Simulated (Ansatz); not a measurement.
Reaction (formal exchange of groups at a C–C bond): `CCC(C)C(C)=O` + `[F][GeH]` → `C[CH2][Ge][F]` + `CCC(C)=O`

Computed with Ansatz on PBE0-D4/def2-TZVP structures; ΔE is electronic, products minus reactants. CCSD(T)/CBS adds triple-zeta CCSD(T) − MP2 to the extrapolated MP2 energy (def2 sets, frozen cores). Functionals use def2-TZVPP. For Ge outer-core shells are correlated without core-valence functions, which leaves a few kJ/mol of doubt a bond. Scalar relativity is left out up to krypton. Each species was taken in one conformer, which may not be the lowest.

`CCC(C)C(C)=O`:

```xyz
19

C     2.101   -0.250   -0.883
C     1.322   -0.550    0.386
C    -0.009    0.183    0.465
C    -0.684   -0.023    1.822
C    -0.979   -0.292   -0.606
C    -1.915    0.740   -1.171
O    -1.008   -1.443   -0.968
H     1.549   -0.569   -1.770
H     2.306    0.821   -0.979
H     3.060   -0.771   -0.890
H     1.127   -1.624    0.456
H     1.918   -0.276    1.262
H     0.156    1.258    0.321
H    -0.862   -1.087    1.996
H    -0.045    0.353    2.623
H    -1.644    0.496    1.887
H    -2.702    0.264   -1.754
H    -2.347    1.357   -0.379
H    -1.343    1.413   -1.818
```

`[F][GeH]`:

Z-matrix (Å, degrees):
```
Ge
F 1 1.757
H 1 1.609 2 94.2
```

`C[CH2][Ge][F]`:

Cartesian coordinates in Å:
```
C 0.652 -0.662 0.172
C -0.070 0.394 -0.652
Ge -1.321 1.614 0.302
F -1.695 0.521 1.640
H -0.053 -1.256 0.755
H 1.228 -1.343 -0.460
H 1.348 -0.206 0.880
H -0.716 -0.079 -1.411
H 0.627 1.017 -1.226
```

`CCC(C)=O`:

```xyz
13

C    -0.248   -1.549   -1.097
C     0.371   -0.285   -0.539
C    -0.419    0.333    0.591
C     0.160    1.581    1.205
O    -1.455   -0.145    0.983
H    -0.340   -2.312   -0.323
H    -1.252   -1.356   -1.478
H     0.359   -1.952   -1.910
H     0.485    0.480   -1.316
H     1.389   -0.466   -0.172
H     0.309    2.348    0.441
H    -0.502    1.957    1.982
H     1.144    1.366    1.633
```

CCSD(T)/CBS gives -9.0 kcal/mol.

Q: Another level gave -7.9 kcal/mol. Which?
A. CCSD/def2-TZVPP
B. r2SCAN0-D4/def2-TZVPP
C. revPBE/def2-TZVPP
D. r2SCAN/def2-TZVPP

A: A. CCSD/def2-TZVPP -7.9, r2SCAN0-D4 -9.0, revPBE -11.6, r2SCAN -10.0 kcal/mol.

Largest T1 diagnostic among the species: 0.014.

At CCSD(T), def2-SVP lies +3.9 kcal/mol from the extrapolated value and def2-TZVPP +1.2 kcal/mol. The D4 term adds +1.8 kcal/mol with B3LYP and +1.1 kcal/mol with PBE0; it sums over pairs of atoms, weighted by their polarisabilities, and B3LYP, whose exchange is more repulsive, gets the larger term.

B3LYP here is the variant with VWN-RPA as its local correlation; programs differ in this.

CCSD(T)/CBS has its own doubt, a few kJ/mol and more with outer-core shells, so smaller differences from it don't rank the levels.
